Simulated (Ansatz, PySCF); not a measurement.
Caution: the highest occupied level lies above zero, so the state may not be bound. This triplet is an excited state, 1.83 eV above the relaxed singlet at the level frozen-core CCSD(T)/aug-cc-pVTZ // B3LYP-D3(BJ)/def2-TZVPD (Ansatz, a first-principles code).

B3LYP has the VWN-RPA correlation part, as in Gaussian. 

Cartesian coordinates (Å):
SMILES: O[B-]Cl
```xyz
4

O     -0.8950    -0.0121     0.4287
B      0.3295     0.6430     0.1276
Cl     1.9200    -0.3540    -0.1785
H     -1.3544    -0.2770    -0.3779
```
Charge -1, spin multiplicity 3.

Task: What is the computed highest occupied spin orbital and total energy (B3LYP-D3(BJ)/def2-TZVPD in PySCF)?

Result: 
```yaml
highest_occupied_spin_orbital: 2.37 eV
total_energy: -560.9427 Ha
```
